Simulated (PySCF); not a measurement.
**PySCF run on GeBr⁺**

Input:

```python
from pyscf import gto, scf, solvent

mol = gto.M(
    atom='Ge 0 0 0; Br 0 0 2.138',
    basis='3-21g',
    charge=1,
    spin=0,
    verbose=4,
)
mf = scf.RHF(mol)
mf = solvent.PCM(mf)
mf.with_solvent.eps = 4.71
mf.kernel()
mf.analyze()
print('orbital energies (hartree):', mf.mo_energy[..., max(0, mol.nelec[1]-3):mol.nelec[0]+3].round(4))
```

```bash
$ python input.py
```

The log (some set-up lines and the per-cycle HOMO/LUMO lines with their warnings removed):

```
PySCF version 2.14.0

[INPUT] Symbol           X                Y                Z      unit          X                Y                Z       unit  Magmom
[INPUT]  1 Ge     0.000000000000   0.000000000000   0.000000000000 AA    0.000000000000   0.000000000000   0.000000000000 Bohr   0.0
[INPUT]  2 Br     0.000000000000   0.000000000000   2.138000000000 AA    0.000000000000   0.000000000000   4.040234454320 Bohr   0.0

nuclear repulsion = 277.211635280823
number of shells = 20
number of NR pGTOs = 108
number of NR cGTOs = 44
basis = 3-21g
ecp = {}

******** <class 'pyscf.solvent._attach_solvent.PCMRHF'> ********
method = PCMRHF
initial guess = minao
damping factor = 0
level_shift factor = 0
DIIS = <class 'pyscf.scf.diis.CDIIS'>
SCF conv_tol = 1e-09
SCF max_cycles = 50
******** <class 'pyscf.solvent.pcm.PCM'> (In testing) ********

WARN: PCM is an experimental feature. It is still in testing.
Features and APIs may be changed in the future.

lebedev_order = 29 (302 grids per sphere)
eps = 4.71
frozen = False
Initial guess from minao.
PCM E_diel = -0.00483570565163116
Solvent Energy = -0.00483570565163116
init E= -4620.81460402636
PCM E_diel = -0.0935979577130648
Solvent Energy = -0.0935979577130648
cycle= 1 E= -4625.18025078733  delta_E= -4.37  |g|= 0.236  |ddm|= 1.52
PCM E_diel = -0.0826582693253578
Solvent Energy = -0.0826582693253578
cycle= 2 E= -4625.2042977251  delta_E= -0.024  |g|= 0.0788  |ddm|= 0.594
PCM E_diel = -0.0842635317026736
Solvent Energy = -0.0842635317026736
cycle= 3 E= -4625.20641500822  delta_E= -0.00212  |g|= 0.0117  |ddm|= 0.126
PCM E_diel = -0.0840513444683664
Solvent Energy = -0.0840513444683664
cycle= 4 E= -4625.20649935338  delta_E= -8.43e-05  |g|= 0.00314  |ddm|= 0.0285
PCM E_diel = -0.0840576202153224
Solvent Energy = -0.0840576202153224
cycle= 5 E= -4625.2065131226  delta_E= -1.38e-05  |g|= 0.000958  |ddm|= 0.0121
PCM E_diel = -0.084061129614205
Solvent Energy = -0.084061129614205
cycle= 6 E= -4625.20651458557  delta_E= -1.46e-06  |g|= 0.000149  |ddm|= 0.00487
PCM E_diel = -0.0840627338699225
Solvent Energy = -0.0840627338699225
cycle= 7 E= -4625.20651461321  delta_E= -2.76e-08  |g|= 1.09e-05  |ddm|= 0.000845
PCM E_diel = -0.0840628638138083
Solvent Energy = -0.0840628638138083
cycle= 8 E= -4625.2065146133  delta_E= -8.91e-11  |g|= 1.39e-06  |ddm|= 5.1e-05
PCM E_diel = -0.0840628875255409
Solvent Energy = -0.0840628875255409
Extra cycle  E= -4625.2065146133  delta_E=    0  |g|= 4.44e-07  |ddm|= 4.46e-06
converged SCF energy = -4625.2065146133
**** SCF Summaries ****
Total Energy =                       -4625.206514613300897
Nuclear Repulsion Energy =             277.211635280823202
One-electron Energy =                -6989.781987366385692
Two-electron Energy =                 2087.447900359787127
Two-electron Coulomb Energy =         2254.395605907958270
DFT Exchange-Correlation Energy =     -166.947705548171143
**** MO energy ****
[22 lines left out]
MO #23  energy= -3.18248858236772  occ= 2
MO #24  energy= -1.71829104788063  occ= 2
MO #25  energy= -1.71829096628474  occ= 2
MO #26  energy= -1.71632430975473  occ= 2
MO #27  energy= -1.71518792508556  occ= 2
MO #28  energy= -1.71518792508555  occ= 2
MO #29  energy= -1.13984746903605  occ= 2
MO #30  energy= -0.722461047272008 occ= 2
MO #31  energy= -0.526989526656707 occ= 2
MO #32  energy= -0.526989526656703 occ= 2
MO #33  energy= -0.496271689961868 occ= 2
MO #34  energy= -0.0777553034633939 occ= 0
MO #35  energy= -0.0777553034633879 occ= 0
MO #36  energy= 0.0599822985153892 occ= 0
[8 lines left out]
 ** Mulliken pop on meta-lowdin orthogonal AOs  **
 ** Mulliken pop  **
pop of  0 Ge 1s           2.00000
pop of  0 Ge 2s           1.99999
pop of  0 Ge 3s           1.99975
pop of  0 Ge 4s           1.87034
pop of  0 Ge 5s           0.01117
pop of  0 Ge 2px          1.99999
pop of  0 Ge 2py          1.99999
pop of  0 Ge 2pz          1.99999
pop of  0 Ge 3px          1.99984
pop of  0 Ge 3py          1.99984
pop of  0 Ge 3pz          1.99985
pop of  0 Ge 4px          0.19740
[32 lines left out]
 ** Mulliken atomic charges  **
charge of    0Ge =      0.99675
charge of    1Br =      0.00325

WARN: System has nonzero charge 1; the dipole moment is origin-dependent.
Location of origin: [0. 0. 0.]

Dipole moment(X, Y, Z, Debye):  0.00000, -0.00000,  0.22618
orbital energies (hartree): [-0.527  -0.527  -0.4963 -0.0778 -0.0778  0.06  ]
```

In short: E(SCF) = -4625.206515 Eh, 8 cycles.

Wall time 1.7 s on one thread of a shared host.

The basis is very small, so the numbers show the basis as much as the system. Stability towards an unrestricted solution was not tested. The bond length is a typed value, not an optimised one. The dipole of an ion depends on the origin.
